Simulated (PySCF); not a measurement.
Input for PySCF:
```python
from pyscf import gto, scf, dft, tdscf

mol = gto.Mole()
mol.atom = '''
    Ge    0.217133    0.251777    0.174654
    C    -1.721398   -0.058536    0.144900
    F     0.890594   -0.979687   -0.872270
    H     0.713448    1.513295   -0.477408
    H     0.929694   -0.024363    1.470396
    H    -1.938362   -1.061785    0.505152
    H    -2.248463    0.657114    0.768371
    H    -2.091522    0.027291   -0.874416
'''
mol.basis = '6-31g'
mol.charge = 0
mol.spin = 0
mol.verbose = 4
mol.build()

mf = dft.RKS(mol)
mf.xc = 'bhandhlyp'
mf.kernel()
td = mf.TDA()
td.nstates = 5
td.kernel()
td.analyze()
```

Q: Give the HOMO energy at the level PySCF with BHANDHLYP/6-31G, TDA.

A: -10.33 eV

Q: Predict the HOMO-LUMO gap from BHANDHLYP/6-31G, TDA.

A: 11.39 eV

Q: Give the excitation energies found at the level BHANDHLYP/6-31G, TDA.

A: 8.24, 8.42, 9.80, 9.92, 10.28 eV

Q: What is the computed dipole moment (BHANDHLYP/6-31G, TDA)?

A: 3.36 D
